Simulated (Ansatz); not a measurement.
Ge oxide hydroxide: PBE0-D4/def2-TZVP single points in Ansatz on relaxed structures, gas phase. Each cluster is the lowest isomer that a short search found in that spin, judged at the geometry's level, and lower ones may exist. Binding counts from free atoms in the multiplicity of their measured ground term, without zero-point energy. The structures are stationary points that may keep the symmetry of their start. Remarks come from the PBE and PBE0 runs and from stability tests at other levels; not every state was tested.

Problem. Estimate the order by binding per atom (eV), lowest first.
A. Ge3O7H2 (singlet)
B. GeO4H4 (singlet)
C. GeO3H2 (singlet)
D. Ge4O9H2 (singlet)
E. Ge3O8H4 (singlet)
F. Ge3O9H6 (singlet)

Solution. C (3.11), B (3.34), F (3.47), E (3.65), A (3.84), D (4.07).

In full:

| species | atoms | state | geometry | HOMO (eV) | LUMO (eV) | gap (eV) | binding per atom (eV) | point group (within 0.1 Å) | remarks |
| --- | --- | --- | --- | --- | --- | --- | --- | --- | --- |
| GeO3H2 | 6 | singlet | PBE-D4/def2-SVP | -7.67 | -1.51 | 6.16 | 3.11 | Cs | restricted SCF unstable in HF |
| GeO4H4 | 9 | singlet | PBE-D4/def2-SVP | -8.22 | -0.50 | 7.72 | 3.34 | – | – |
| Ge3O7H2 | 12 | singlet | r2SCAN-D4/def2-SVP | -7.93 | -1.98 | 5.95 | 3.84 | – | – |
| Ge3O8H4 | 15 | singlet | PBE-D4/def2-SVP | -8.19 | -1.40 | 6.79 | 3.65 | – | restricted SCF unstable in HF |
| Ge3O9H6 | 18 | singlet | PBE-D4/def2-SVP | -7.65 | -1.67 | 5.98 | 3.47 | – | – |
| Ge3O10H8 | 21 | singlet | PBE-D4/def2-SVP | -7.98 | -2.01 | 5.97 | 3.44 | – | – |
| Ge4O9H2 | 15 | singlet | PBE-D4/def2-SVP | -8.78 | -3.43 | 5.36 | 4.07 | – | – |

The gap (eV) runs from 5.36 (Ge4O9H2) to 7.72 (GeO4H4). The binding per atom (eV) runs from 3.11 (GeO3H2) to 4.07 (Ge4O9H2).
